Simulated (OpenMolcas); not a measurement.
A run on Ar4+.

- Program: OpenMolcas 26.06
- Method: MS-RASPT2, IPEA 0 Eh, imaginary shift 0.1 Eh (closed shells correlated: 2s 2p 3s)
- Basis: ANO-RCC [8s7p5d4f2g]
- Scalar Hamiltonian: DKH2, point nucleus
- Active space: 2 electrons in 9 orbitals (RAS2 3p; RAS3 3d 4s, at most 1 electron)
- State averaging: 2S+1 = 3 even, 3 roots; 2S+1 = 1 even, 6 roots; 2S+1 = 3 odd, 18 roots; 2S+1 = 1 odd, 18 roots
- Spin-orbit coupling: RASSI with atomic mean-field integrals over the reference wave functions, term energies averaged over their components

First CASPT2 step and the start of its output:

```
&CASPT2
Multistate=3 1 2 3
Frozen=1 0
IPEA=0.0
Imaginary=0.1
MaxIter=60
WThr=0.0 0.3 0.05
PrWF=0.5
NoMix
```

```
--- CASPT2 ---
Orbital specifications:
      -----------------------

      Symmetry species                           1   2
                                                ag  au
      Frozen orbitals                            1   0
      Inactive orbitals                          2   3
      Active orbitals                            6   3
      Secondary orbitals                        42  43
      Deleted orbitals                           0   0
      Number of basis functions                 51  49
Type of calculation                        MS-CASPT2
      Fock operator                              state-specific
      IPEA shift                                 0.00
      Real shift                                 0.00
      Imaginary shift                            0.10
      The input orbitals will be transformed to quasi-canonical
Reference energy:        -523.5197304993
      E2 (Non-variational):      -0.2659052317
      Shift correction:          -0.0001252823
      E2 (Variational):          -0.2660305140
      Total energy:            -523.7857610133
      Residual norm:              0.0000000795
      Reference weight:           0.96469
      Contributions to the CASPT2 correlation energy
      Active & Virtual Only:         -0.0032341046
      One Inactive Excited:          -0.0895184657
      Two Inactive Excited:          -0.1731526614
Reference energy:        -523.5197304993
      E2 (Non-variational):      -0.2659052317
      Shift correction:          -0.0001252823
      E2 (Variational):          -0.2660305140
      Total energy:            -523.7857610133
      Residual norm:              0.0000000795
      Reference weight:           0.96469
      Contributions to the CASPT2 correlation energy
      Active & Virtual Only:         -0.0032341046
...
```

Over all roots the printed reference weights run from 0.65 to 0.96, and roots that are degenerate in the reference spread by up to 260 cm-1.

Q: Did the run give usable levels, and if not, why?

A: No. The equations converged, but the reference weight falls to 0.65 for at least one root against 0.96 for the best. A drop of that size marks an intruder state, so the energies of such roots and the levels built on them can't be trusted.
